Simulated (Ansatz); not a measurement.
System: SbCl$_{2}$ (charge +1, singlet). 
Geometry from a B3LYP-D3(BJ)/def2-TZVP (Ansatz, a quantum-chemistry and plane-wave program) optimisation:
```
Sb
Cl 1 2.2740
Cl 1 2.2740 2 100.32
```
Charge +1, spin multiplicity 1.

Basis-set convergence of Hartree-Fock and MP2 correlation energies (hartree) with Ansatz. Cores are frozen in the correlated levels unless marked. Spin-orbit coupling is left out. Frozen are the shells of the preceding noble gas and the d and f shells that filled before the atom's block. In def2 rows, elements after Kr have scalar-relativistic effective core potentials.

| basis | functions | E(HF) | E(corr, MP2) |
|---|---|---|---|
| def2-SVPD | 86 | -1157.74759 | -0.36628 |
| def2-TZVPPD | 158 | -1158.06905 | -0.47181 |
| def2-QZVPPD | 246 | -1158.09749 | -0.51672 |

Extrapolating the two largest sets (X = 3 and 4) as X^-3: E(corr) = (64·(-0.51672) - 27·(-0.47181))/37 = -0.5495 Eh, an estimate of the basis-set limit. The largest set recovers 94.0 % of it, the smallest 66.7 %.
